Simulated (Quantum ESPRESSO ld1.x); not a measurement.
The numbers below are computed, except where a source is named.
Br13+, 22 electrons, occupied as [Ar] 3d4 (the NIST ground configuration). Level of theory: non-relativistic Kohn-Sham, LDA (Slater exchange, Perdew-Zunger correlation), spin-polarised, spherical densities, point nucleus; open shells are filled with parallel spins first (ld1.x of Quantum ESPRESSO 7.5).

Normalised radial functions P(r) = r R(r), r in bohr:

| r | 3p up | 3d up |
|---|---|---|
| 0.001434 | 0.0011 | 0.0000 |
| 0.001794 | 0.0017 | 0.0000 |
| 0.002244 | 0.0026 | 0.0000 |
| 0.002808 | 0.0040 | 0.0000 |
| 0.003541 | 0.0063 | 0.0000 |
| 0.00443 | 0.0097 | 0.0001 |
| 0.005542 | 0.0149 | 0.0001 |
| 0.006934 | 0.0227 | 0.0003 |
| 0.008675 | 0.0344 | 0.0005 |
| 0.01085 | 0.0519 | 0.0010 |
| 0.01358 | 0.0774 | 0.0018 |
| 0.01699 | 0.1142 | 0.0035 |
| 0.02142 | 0.1680 | 0.0067 |
| 0.0268 | 0.2393 | 0.0123 |
| 0.03353 | 0.3326 | 0.0223 |
| 0.04195 | 0.4486 | 0.0399 |
| 0.05248 | 0.5817 | 0.0698 |
| 0.06565 | 0.7168 | 0.1192 |
| 0.08214 | 0.8250 | 0.1972 |
| 0.1028 | 0.8620 | 0.3146 |
| 0.1296 | 0.7679 | 0.4873 |
| 0.1621 | 0.5017 | 0.7050 |
| 0.2028 | 0.0533 | 0.9586 |
| 0.2538 | -0.5191 | 1.2113 |
| 0.3175 | -1.0809 | 1.4036 |
| 0.3972 | -1.4566 | 1.4684 |
| 0.4969 | -1.5161 | 1.3618 |
| 0.6217 | -1.2597 | 1.0956 |
| 0.784 | -0.8125 | 0.7296 |
| 0.9808 | -0.4053 | 0.3963 |
| 1.227 | -0.1467 | 0.1645 |
| 1.535 | -0.0359 | 0.0487 |

3p up: eigenvalue -515.27 eV, 1 radial node at r = 0.207 bohr, <r> = 0.516 bohr, 90 % of the charge inside 0.772 bohr. 3d up: eigenvalue -416.77 eV, 0 radial nodes, <r> = 0.482 bohr, 90 % of the charge inside 0.755 bohr.
